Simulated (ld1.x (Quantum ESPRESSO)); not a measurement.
**What one change does to a pseudopotential (antimony (Sb), TM)**

Sb (Z = 51), norm-conserving Troullier–Martins (Kleinman–Bylander form), made with ld1.x (Quantum ESPRESSO) 7.5 (PBE, scalar-relativistic). Core [Kr] 4d10, reference 5s2 5p3. Waves: 5p (bound): rc 2.60 bohr; 5s (bound): rc 1.80 bohr. Local part: the s channel. Core correction: Bessel-smoothed model core, default radius (core density twice the valence density).

Change: core correction none.

Cutoffs: the cutoffs (Ry, on a coarse ladder) from which the occupation-weighted sum of valence levels, in a spherical-Bessel basis at the reference potential, stays within 10 and 1 mRy of its value at 400 Ry; they do not see the model core or the augmentation charge, which bear on the density cutoff. Errors are all-electron minus pseudo energies relative to the spin-unpolarised reference configuration.

Q: How do hardness, ghosts and transferability respond?

A: The potential gets neither clearly harder nor softer (25 Ry and 35 Ry → 25 Ry and 35 Ry); of the 7 tests that both files solve, the error grows in 0 and shrinks in 6 by more than 15 % and 0.3 meV (median size 24.2 → 7.7 meV); neither file shows a bound ghost. The default core radius of the base comes out at 1.62 bohr.

```tsv
quantity	base	changed
cutoff, loose	25 Ry	25 Ry
cutoff, tight	35 Ry	35 Ry
bound ghosts	none	none
error for 5s2 5p2, meV [ΔE 8.32 eV]	-5.6	-4.6
error for 5s2 5p1, meV [ΔE 24.28 eV]	-39	-20
error for 5s2 5p0, meV [ΔE 48.70 eV]	-149	-19
error for 5s2 5p3.3, meV [ΔE -1.16 eV]	+0.2	+0.2
error for 5s1 5p0, meV [ΔE 92.99 eV]	-501	+159
error for 5s1 5p4, meV [ΔE 8.11 eV]	-11	+7.7
error for 5s1 5p3, meV [ΔE 17.05 eV]	-24	+5.1
s: phases at 2.86 bohr within 0.05 rad from the reference energy up to (Ry; the scan ends near 5)	1.8	1.8
p: phases at 2.86 bohr within 0.05 rad from the reference energy up to (Ry; the scan ends near 5)	2.7	2.7
```
